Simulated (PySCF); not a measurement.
# F (fluorine, neutral): UHF calculation

Configuration: [He] 2s1 2p6, 2S determinant (an excited configuration). All numbers are calculated (PySCF 2.14, no relativity, point nucleus, in dyall-av3z).

```
Total energy                                     : -98.539061 hartree
One-electron energy                              : -138.2272 hartree
Hartree (Coulomb) energy                         : 49.4058 hartree
Exchange energy                                  : -9.7176 hartree
Kinetic energy                                   : 98.53856 hartree
⟨S²⟩                                             : 0.7753
⟨L²⟩                                             : 0.000
Sum of ⟨r⟩                                       : 7.932 bohr
Sum of ⟨r²⟩                                      : 10.85 bohr²
Density at the nucleus (Gaussians lack the cusp) : 433 bohr⁻³
Spin density at the nucleus                      : 12.7 bohr⁻³
Langevin diamagnetic susceptibility              : -8.59 ×10⁻⁶ cm³/mol
```

```
shell  electrons  mean orbital energy (eV)  rms radius, mean of both spins (bohr)
 1s α          1                   -720.76                                  0.204
 1s β          1                   -717.66                                  0.204
 2s α          1                   -47.108                                   1.08
 2p α          3                   -22.369                                   1.27
 2p β          3                   -16.258                                   1.27
```
